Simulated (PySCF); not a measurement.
# From a computed spectrum to the compound

A species of 7 atoms with charge 0 has these harmonic modes (PBE0, small Gaussian bases with core potentials, PySCF 2.14.0):

| cm⁻¹ | km/mol | symmetry |
| --- | --- | --- |
| 33 | 16.7 | a |
| 60 | 5.0 | e |
| 60 | 5.0 | e |
| 159 | 59.6 | a |
| 195 | 0.0 | e |
| 195 | 0.0 | e |
| 297 | 0.0 | a |
| 318 | 54.8 | e |
| 318 | 54.8 | e |
| 377 | 0.0 | a |
| 434 | 36.1 | e |
| 434 | 36.1 | e |
| 2684 | 2.5 | e |
| 2684 | 2.5 | e |
| 2684 | 0.0 | a |

Task: Which species is it, and in which structure?

Result: Yb(SH)3 (singlet in the valence; each metal's 4f electrons, 13 of them, lie in its core potential, out of spins and levels):
```xyz
7

Yb    0.0000    0.0000   -0.0043
S     2.4950   -0.4331    0.0063
H     2.8138    0.8837    0.0495
S    -0.8724    2.3773    0.0063
H    -2.1722    1.9950    0.0495
S    -1.6226   -1.9442    0.0063
H    -0.6416   -2.8787    0.0495
```
Ideal gas at 298.15 K and 1 bar: S = 417.3 J/(mol K), Cp = 120.2 J/(mol K), H − H(0 K) = 26.6 kJ/mol (rigid rotor, harmonic modes, spin degeneracy alone, that of the 4f electrons in the core included; the modes under 60 cm⁻¹ make these uncertain). An lcecp potential fixes the number of 4f electrons, so in runs with it no electron can move into or out of that shell.
 Other answers can fit too; this one was computed.
